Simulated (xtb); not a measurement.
In(GeH3)(H)2 (GeH₅In), SMILES [GeH3][InH2]. All values are semi-empirical tight-binding results from xtb (GFN2-xTB unless named), good for trends rather than for accurate numbers. Geometry: GFN2-xTB.

Optimised geometry:

```xyz
7

In     1.0183     0.0421    -0.2822
Ge    -1.4827    -0.0607     0.4115
H     -1.9449    -1.3854     0.9883
H     -1.9367     0.9304     1.4676
H     -2.4811     0.1757    -0.7058
H      2.2865    -0.8586     0.5065
H      1.6293     1.0156    -1.5946
```

For metal compounds this method's bond lengths and energies can be far off.

Computed properties:
```json
{
 "point_group_as_xtb_finds_it": "Cs",
 "orbital_gap": "4.26 eV",
 "zero_point_energy": "18.6 kcal/mol",
 "G − E(el) at 298.15 K (modified RRHO)": "-1.1 kcal/mol"
}
```

Computed atomic charges and the Wiberg bond orders between heavy atoms:
charges (e) In1 0.17, Ge2 0.08, H3 -0.01, H4 -0.01, H5 -0.01, H6 -0.11, H7 -0.11. Bond orders In1–Ge2 0.66.
